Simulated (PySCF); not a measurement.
CH10O2Si3, SMILES OC[Si@H](O)[SiH2][SiH3].

Geometry: B3LYP-D3(BJ)/def2-SVP. The structure was generated by enumeration; whether it is a known compound was not checked. One conformer was computed; it need not be the lowest.

Calculation: SMD-PBE0/def2-SVP in PySCF.

Solvation free energies are E(SMD) − E(gas) at the gas-phase geometry, for 1 M in both phases. In vacuum the dipole moment is 3.58 D.

Task: Rank water, acetone, methanol by solvation free energy, most negative first.

Result: methanol (-9.1 kcal/mol), acetone (-6.3 kcal/mol), water (-5.1 kcal/mol)
